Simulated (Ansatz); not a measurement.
Total energies of Cd3⁺ (the lowest doublet isomer of a short search) from Ansatz at PBE0/def2-TZVP, gas phase (1 Eh = 27.2114 eV = 2625.5 kJ/mol). The reference geometry is relaxed at r2SCAN/def2-TZVP.

```
atom    x (Å)    y (Å)    z (Å)
 Cd1  -0.0120   0.0084  -0.0002
 Cd2  -1.5369  -2.1842   1.0323
 Cd3   1.5490   2.1758  -1.0321
```

```tsv
state	geometry	energy (Eh)
charge 1 doublet	reference	-503.08959
charge 0 singlet	reference	-503.31727
charge 1 quartet	relaxed at r2SCAN/def2-TZVP	-502.95635
```

In the def2 sets Cd takes a core potential; there is no spin–orbit coupling.

Q: Work out the vertical electron affinity, to the singlet.

A: E(charge 1 doublet) − E(charge 0 singlet) = -503.08959 − (-503.31727) = 0.22768 Eh = 6.20 eV.

Q: Which of the charge 1 states is lowest, and how far above it are the others?

A: The doublet. quartet: -502.95635 − (-503.08959) = 0.13324 Eh = 349.8 kJ/mol.

The structure comes from a short search, and lower isomers may exist.
